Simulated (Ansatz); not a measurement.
Species: CH3BF2N, net charge -1, singlet state. It need not be the lowest isomer of its formula. Whether it binds its extra electron was not tested at this geometry. 
Geometry from a B3LYP-D3(BJ)/def2-TZVP (Ansatz, a first-principles code) optimisation:
SMILES: C[N-]B(F)F
```xyz
8

C     -1.9494    -0.0824     0.1295
N     -0.7189    -0.6594    -0.3160
B      0.4631    -0.0599    -0.0767
F      0.6917     1.1466     0.6003
F      1.6893    -0.5718    -0.4842
H     -2.5098    -0.7585     0.8045
H     -2.6472     0.1160    -0.7075
H     -1.8588     0.8786     0.6771
```
Charge -1, spin multiplicity 1.

Parts of the frozen-core correlation energy in 6-31G (Ansatz, hartree). Frozen orbitals: 5; correlated occupied orbitals by spin: 15 and 15; virtual: 31 and 31. Spin-orbit coupling is left out. Non-relativistic.

```
term                            value
-------------------------  ----------
reference (HF)             -317.65413
MP2 opposite-spin            -0.37086
MP2 same-spin                -0.12717
CCSD correlation             -0.51667
(T)                          -0.01097
T1 diagnostic                   0.012
largest doubles amplitude       0.054
```
